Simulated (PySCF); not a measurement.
**State search for BeCl**

Unrestricted PBE0; PySCF, no relativity, basis sets Be def2-SVP, Cl def2-SVP. Outer shells of the fragments: Be 2s2; Cl 3s2 3p5.

Followed along the bond (rough minima from three points):

```json
{"2Ms+1": "2", "unpaired": "σ ↑", "⟨S²⟩ at the start": "0.75", "R at minimum (Å)": "1.84", "Te (eV)": "0.00"}
{"2Ms+1": "4", "unpaired": "σ ↑, π ↑↑", "⟨S²⟩ at the start": "3.75", "R at minimum (Å)": "none in the scan", "Te (eV)": "≤ 6.21"}
```

Solutions found at the starting distance of 1.930 Å, counted from the lowest of them; the search is not exhaustive and high or unbound solutions are not listed, so other states can lie among these:

```tsv
2Ms+1	unpaired	term	E (eV)	⟨S²⟩	⟨Lz²⟩	μ (D)
2	σ ↑	²Σ⁺	0.00	0.75	0.00	-1.30
2	π ↑	²Π	3.21	0.76	1.00	-3.92
2	π ↑	²Π	5.63	0.75	1.01	5.12
4	σ ↑, π ↑↑	mixed	6.45	3.75	2.00	4.05
4	σ ↑, π ↑↑	mixed	6.66	3.75	2.00	4.03
4	σ ↑↑, π ↑	⁴Π	8.00	3.75	1.00	3.83
4	σ ↑↑, π ↑	⁴Π	9.14	3.75	1.01	1.78
4	π ↑↑↑	⁴Π	9.24	3.76	1.00	2.21
```

A term symbol is given only where ⟨S²⟩ and ⟨Lz²⟩ are close to those of a pure state; real π, δ and φ orbitals otherwise mix terms. A positive dipole means Be(−)Cl(+).

Counting both spins, an empty level lies below a filled one in some of these solutions, because spin and occupation are held.
